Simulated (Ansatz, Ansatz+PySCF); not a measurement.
```xyz
2

Si    0.0000    0.0000   -1.1259
Cl    0.0000    0.0000    1.1259
```

Basis set: def2-SVP (spherical functions). Frozen core: 10 orbitals. Correlation on ROHF uses semicanonical orbitals with singles. Charge 0, multiplicity 2.

Computed with Ansatz (development build ahead of 0.2.0); each method stands on the lowest determinant of its kind that the runs found.

Task: Give the atomization energy at this shape (free ground-state atoms in the same class of orbitals less the molecule, no zero-point energy) of doublet SiCl by ROHF-CCSD(T), ROHF-MP2, ROHF, UHF.

Result:

```tsv
method	atomization energy
ROHF-CCSD(T)	3.64 eV
ROHF-MP2	3.72 eV
ROHF	2.83 eV
UHF	2.75 eV
```

Caution: the shape is not the minimum.
